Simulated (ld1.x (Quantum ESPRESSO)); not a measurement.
## Building the TM potential for Be (Z = 4) (PBE, scalar-relativistic).

```
Element                 : beryllium (Be)
Generator               : ld1.x (Quantum ESPRESSO) 7.5
Type                    : norm-conserving Troullier–Martins (Kleinman–Bylander form)
Functional              : PBE
Relativity              : scalar-relativistic
Frozen core             : [He]
Valence charge          : 2
Reference configuration : 2s1.75 2p0.25
Partial waves           : 2s (bound): rc 1.95 bohr; 2p (bound): rc 4.20 bohr
Local potential         : the p channel
Core correction         : a·sin(br)/r model core inside 1.34 bohr
```

- Cutoffs needed: 10 Ry and 21 Ry (the cutoffs (Ry, on a coarse ladder) from which the occupation-weighted sum of valence levels, in a spherical-Bessel basis at the reference potential, stays within 10 and 1 mRy of its value at 400 Ry)
- Ghost test: no extra level below or beside the all-electron valence levels (s, p, d, f tested) (spherical-Bessel basis up to 400 Ry, 20 bohr box)
- Largest excitation error: -186 meV (all-electron minus pseudo) for 2s0 2p1, out of 6 test configurations
